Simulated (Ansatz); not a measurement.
Geometry optimisation, Ansatz, RKS PBE0-D4/def2-SVP.

The input (input.yaml):

```yaml
crystal:
  periodic: [false, false, false]
  atoms:
    - { symbol: W, position_ang: [-0.368324, 0.046537, -0.560184] }
    - { symbol: Cl, position_ang: [1.161853, -0.134565, 2.676312] }
    - { symbol: H, position_ang: [1.721836, 0.028257, 1.476581] }
    - { symbol: H, position_ang: [0.498842, 1.472194, -0.247126] }
    - { symbol: H, position_ang: [-1.780624, -0.003739, 0.384152] }
    - { symbol: H, position_ang: [0.692986, -1.252557, -0.29221] }
    - { symbol: H, position_ang: [-0.705269, -0.156126, -2.216225] }
basis:
  gaussian: { orbitals: def2-SVP }
hamiltonian:
  xc: pbe0
  dispersion: d4
relax:
  f_tol: 0.03
  max_steps: 50
```

Command:

```bash
$ ansatz run input.yaml --threads 1 --pin off --max-ram 2048MiB --backend cpu --events-out ev --progress --plain --runs-dir out
```

Question: Where does it end, and by what steps?

Answer: It converged. After 14 steps the energy has fallen by 2.140 eV; Cl2 moved furthest, 1.40 Å. Parted: Cl2–H3 (1.33 → 2.41 Å). Joined: W1–Cl2 (3.58 → 2.38 Å), W1–H3 (2.92 → 1.65 Å).

```json
{"step": "0", "energy less start (eV)": "0.0000", "largest force component (eV/Å)": "1.103", "accepted": "yes"}
{"step": "1", "energy less start (eV)": "-0.0915", "largest force component (eV/Å)": "0.518", "accepted": "yes"}
{"step": "2", "energy less start (eV)": "-0.1760", "largest force component (eV/Å)": "0.221", "accepted": "yes"}
{"step": "3", "energy less start (eV)": "-0.2894", "largest force component (eV/Å)": "1.086", "accepted": "yes"}
{"step": "4", "energy less start (eV)": "-0.4513", "largest force component (eV/Å)": "1.668", "accepted": "yes"}
{"step": "5", "energy less start (eV)": "-0.7119", "largest force component (eV/Å)": "1.867", "accepted": "yes"}
{"step": "6", "energy less start (eV)": "-1.0613", "largest force component (eV/Å)": "2.054", "accepted": "yes"}
{"step": "7", "energy less start (eV)": "-1.4526", "largest force component (eV/Å)": "2.092", "accepted": "yes"}
{"step": "8", "energy less start (eV)": "-1.9217", "largest force component (eV/Å)": "1.158", "accepted": "yes"}
{"step": "9", "energy less start (eV)": "-2.0632", "largest force component (eV/Å)": "0.375", "accepted": "yes"}
{"step": "10", "energy less start (eV)": "-2.1220", "largest force component (eV/Å)": "0.191", "accepted": "yes"}
{"step": "11", "energy less start (eV)": "-2.1389", "largest force component (eV/Å)": "0.063", "accepted": "yes"}
{"step": "12", "energy less start (eV)": "-2.1399", "largest force component (eV/Å)": "0.057", "accepted": "yes"}
{"step": "13", "energy less start (eV)": "-2.1400", "largest force component (eV/Å)": "0.038", "accepted": "yes"}
{"step": "14", "energy less start (eV)": "-2.1402", "largest force component (eV/Å)": "0.016", "accepted": "yes"}
```

```xyz
7
Properties=species:S:1:pos:R:3
W -0.078 0.203 -0.054
Cl 0.195 -0.911 2.035
H 1.478 0.395 0.469
H 0.519 1.772 -0.343
H -1.484 0.260 0.876
H 0.943 -1.083 -0.249
H -0.353 -0.635 -1.512
```

Whether the end is a true minimum wasn't checked by a vibrational analysis.

Run time: 25 s on 1 thread of AMD EPYC 9R45 96-Core Processor (Zen 5), with other jobs on the host, peak memory 0.18 GiB.
